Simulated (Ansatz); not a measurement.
Geometry optimisation, RKS B3LYP/def2-SVP (Ansatz 0.2.0).

The input (input.yaml):

```yaml
crystal:
  periodic: [false, false, false]
  atoms:
    - { symbol: C, position_ang: [-0.41249, 2.14236, -0.87531] }
    - { symbol: Si, position_ang: [0.05008, 0.46561, -0.62108] }
    - { symbol: C, position_ang: [0.6669, -1.02393, 0.12348] }
    - { symbol: "N", position_ang: [0.11714, -1.64881, 1.28717] }
    - { symbol: H, position_ang: [-1.05901, 2.37332, -1.71266] }
    - { symbol: H, position_ang: [0.31704, 2.91533, -0.66456] }
    - { symbol: H, position_ang: [1.16526, -1.75003, -0.51495] }
    - { symbol: H, position_ang: [-0.4536, -2.46654, 1.09711] }
    - { symbol: H, position_ang: [-0.39131, -1.0073, 1.8808] }
basis:
  gaussian: { orbitals: def2-SVP }
hamiltonian:
  xc: b3lyp
relax:
  f_tol: 0.015
  max_steps: 40
output:
  orbitals: {}
```

Run as:

```bash
$ ansatz run input.yaml --threads 1 --pin off --max-ram 2048MiB --backend cpu --events-out ev --progress --plain --runs-dir out
```

Q: Where does it end, and by what steps?

A: The run converged. After 21 steps the energy has fallen by 0.952 eV; H6 moved furthest, 1.51 Å.

| step | energy less start (eV) | largest force component (eV/Å) | accepted |
| --- | --- | --- | --- |
| 0 | 0.0000 | 1.239 | yes |
| 1 | -0.2058 | 1.205 | yes |
| 2 | -0.3214 | 1.058 | yes |
| 3 | -0.5165 | 0.526 | yes |
| 4 | -0.6379 | 0.995 | yes |
| 5 | -0.7578 | 0.535 | yes |
| 6 | -0.7975 | 1.457 | yes |
| 7 | -0.8428 | 0.589 | yes |
| 8 | -0.8604 | 0.520 | yes |
| 9 | -0.8753 | 0.403 | yes |
| 10 | -0.8879 | 0.567 | yes |
| 11 | -0.9009 | 0.349 | yes |
| 12 | -0.9357 | 0.273 | yes |
| 13 | -0.9419 | 0.651 | yes |
| 14 | -0.9485 | 0.207 | yes |
| 15 | -0.9511 | 0.073 | yes |
| 16 | -0.9520 | 0.052 | yes |
| 17 | -0.9518 | 0.093 | no |
| 18 | -0.9523 | 0.022 | yes |
| 19 | -0.9523 | 0.018 | yes |
| 20 | -0.9523 | 0.013 | no |
| 21 | -0.9524 | 0.002 | yes |

```xyz
9
Properties=species:S:1:pos:R:3
C -0.358 1.567 -0.656
Si -0.389 0.087 -1.637
C 0.404 -1.028 -0.292
N 0.020 -1.031 0.968
H -0.758 2.505 -1.064
H 0.232 1.730 0.259
H 1.109 -1.843 -0.523
H 0.362 -1.688 1.668
H -0.622 -0.298 1.277
```

Time of the run: 57 s on 1 thread of Arm Neoverse V2, on a shared host, peak memory 0.16 GiB.
